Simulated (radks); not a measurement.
Problem. These are the eigenvalues of the occupied orbitals of an atom or ion with whole-number occupations (hartree). All-electron calculation, Dirac Kohn-Sham, XLYP, spin-unpolarised, spherical densities, point nucleus. Program: a radial shooting solver on a logarithmic mesh with Libxc functionals.

orbital  eigenvalue
1s1/2     -975.9905
2s1/2     -146.0638
2p1/2     -136.0955
2p3/2     -129.0147
3s1/2     -28.35903
3p1/2     -24.36178
3p3/2     -23.09682
3d3/2     -16.01664
3d5/2     -15.75950
4s1/2      -5.17664
4p1/2      -3.87439
4p3/2      -3.64887
4d3/2      -1.61532
4d5/2      -1.58421
5p1/2      -0.70717
5p3/2      -0.68253

Which element is it, and in what charge state? The configuration may be excited. Open shells, if any, are shared by 2j + 1.

Solution. Z = 48, cadmium, charge +2: Cd2+ in [Ar] 3d10 4s2 4p4 4d10 5p2. The list shows which subshells hold electrons but not how many an open one holds; the 1s level, -975.99 hartree, gives Z - s = 44.2 by -(Z - s)^2/2, which with screening and relativity narrows Z to a few neighbours, and the depths of the outer levels then fix element, charge and occupations together.
